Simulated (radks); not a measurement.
Question: The table gives one normalised radial function P(r) = r R(r) of Be3+ in 1s1 (r in bohr). All-electron calculation, non-relativistic Kohn-Sham, LDA (Slater exchange, Perdew-Wang correlation), spin-polarised, spherical densities, point nucleus; open shells are filled with parallel spins first. Program: a radial shooting solver on a logarithmic mesh with Libxc functionals.

| r | P |
|---|---|
| 0.02134 | 0.3109 |
| 0.02312 | 0.3344 |
| 0.02484 | 0.3568 |
| 0.02691 | 0.3834 |
| 0.02892 | 0.4087 |
| 0.03133 | 0.4385 |
| 0.03367 | 0.4668 |
| 0.03648 | 0.5000 |
| 0.0392 | 0.5315 |
| 0.04246 | 0.5683 |
| 0.04563 | 0.6030 |
| 0.04943 | 0.6434 |
| 0.05312 | 0.6813 |
| 0.05755 | 0.7250 |
| 0.06185 | 0.7659 |
| 0.06646 | 0.8080 |
| 0.072 | 0.8560 |
| 0.07737 | 0.9003 |
| 0.08382 | 0.9505 |
| 0.09007 | 0.9961 |
| 0.09758 | 1.0472 |
| 0.1049 | 1.0930 |
| 0.1136 | 1.1433 |
| 0.1221 | 1.1877 |
| 0.1322 | 1.2353 |
| 0.1421 | 1.2761 |
| 0.154 | 1.3185 |
| 0.1654 | 1.3533 |
| 0.1792 | 1.3875 |
| 0.1926 | 1.4136 |
| 0.2086 | 1.4365 |
| 0.2242 | 1.4508 |
| 0.2429 | 1.4590 |
| 0.261 | 1.4589 |
| 0.2828 | 1.4496 |
| 0.3039 | 1.4326 |
| 0.3266 | 1.4072 |
| 0.3538 | 1.3687 |
| 0.3802 | 1.3250 |
| 0.4118 | 1.2666 |
| 0.4426 | 1.2057 |
| 0.4794 | 1.1295 |
| 0.5152 | 1.0543 |
| 0.5582 | 0.9648 |
| 0.5998 | 0.8803 |
| 0.6498 | 0.7839 |
| 0.6983 | 0.6967 |
| 0.7564 | 0.6011 |
| 0.8129 | 0.5180 |
| 0.8806 | 0.4308 |
| 0.9464 | 0.3583 |
| 1.025 | 0.2856 |
| 1.102 | 0.2279 |
| 1.193 | 0.1729 |
| 1.283 | 0.1316 |
| 1.389 | 0.0943 |
| 1.493 | 0.0678 |

Which n and l does it have? It may be an empty orbital.

Answer: n = 1, l = 0: the number of nodes gives n - l - 1 = 0, the rise at small r (about r^(l+1)) gives l, and the extent must fit the shell. The curve is that of 1s up; the table hardly tells the two spins apart. 1s up: eigenvalue -190.06 eV, 0 radial nodes, <r> = 0.381 bohr, 90 % of the charge inside 0.677 bohr.
